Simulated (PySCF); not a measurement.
FGeH4NO2, SMILES [OH][Ge]([OH])([F])[NH2].

Geometry: PBE0-D3(BJ)/def2-SVP. One conformer was computed; it need not be the lowest.

Two levels are set side by side: PBE/def2-TZVP (PySCF) and PBE0/def2-TZVP (PySCF). Same geometry, gas phase. Differences are taken from unrounded values.

```
quantity                      PBE0    PBE  PBE minus PBE0
---------------------------  -----  -----  --------------
orbital gap (eV)              8.13   5.60           -2.52
highest occupied level (eV)  -8.27  -6.72            1.55
lowest empty level (eV)      -0.15  -1.12           -0.98
dipole moment (D)             0.60   0.58           -0.01
mean polarisability (bohr³)   39.5   41.9             2.4
```

Without exact exchange PBE keeps part of each electron's self-repulsion, which lifts occupied levels and narrows the gap. PBE's more diffuse valence density responds more strongly to a field. Differences between two approximate levels are no errors against the true value.

Rough cost on one machine, each run with all the roots and properties that it gave: PBE0 against PBE within a factor of 2.
